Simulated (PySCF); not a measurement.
Mo(O)2(OH) (HMoO₃), SMILES [O]=[Mo+](=[O])[OH], charge +1, multiplicity 1.

Coordinates come from a PBE0-D3(BJ)/def2-SVP optimisation. The spin state was assumed, not searched. The isomer is the one that the SMILES or the coordinates give; other isomers of the formula were not compared. The def2 effective core potentials stand for the cores of Mo; spin–orbit coupling is left out. One conformer was computed; it need not be the lowest.

Computed with PBE0-D3(BJ)/def2-SVP (PySCF).

Frequencies are harmonic and unscaled.

```csv
mode,ν (cm⁻¹),IR (km/mol),Raman (Å⁴/amu),depolarisation,moving atoms (share of kinetic energy)
1,123,228.7,3.8,0.75,H 92 %
2,241,21.9,2.4,0.72,"O 65 %, Mo 23 %, H 12 %"
3,274,4.1,4.1,0.75,"O 89 %, Mo 10 %"
4,404,1.6,3.7,0.74,"O 89 %, Mo 9 %"
5,539,223.9,1.3,0.75,"H 76 %, O 22 %"
6,867,84.6,13.6,0.28,"O 76 %, Mo 17 %"
7,1079,154.0,11.1,0.75,"O 82 %, Mo 18 %"
8,1120,64.1,25.4,0.06,"O 88 %, Mo 11 %"
9,3792,746.7,102.4,0.29,H 94 %
```
